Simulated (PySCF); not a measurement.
Name the molecule from its bond curve

A diatomic of charge 0 contains Sn. Its doublet curve at TPSSh in a double-zeta basis (scalar-relativistic core potentials, PySCF), in eV from the separated fragments:

```json
{"R (Å)": "1.538", "E (eV)": "-2.288"}
{"R (Å)": "1.609", "E (eV)": "-2.544"}
{"R (Å)": "1.681", "E (eV)": "-2.691"}
{"R (Å)": "1.734", "E (eV)": "-2.746"}
{"R (Å)": "1.788", "E (eV)": "-2.763"}
{"R (Å)": "1.842", "E (eV)": "-2.749"}
{"R (Å)": "1.913", "E (eV)": "-2.693"}
{"R (Å)": "2.003", "E (eV)": "-2.577"}
{"R (Å)": "2.110", "E (eV)": "-2.394"}
{"R (Å)": "2.253", "E (eV)": "-2.106"}
```

The fit gives ωe = 1700 cm⁻¹ and the rotational constant Bₑ = 5.272 cm⁻¹.

**Question.** Which atom is the partner?

**Answer.** The minimum lies at 1.789 Å, so the reduced mass is 16.8576 u Å² cm⁻¹/(Bₑ·Re²) = 0.9991 u. With Sn at 119.90 u the partner weighs about 1.0 u: H. The molecule is SnH.

Spin–orbit coupling is left out. The state is the lowest determinant that a PBE0 search found; another state may lie lower at other levels.
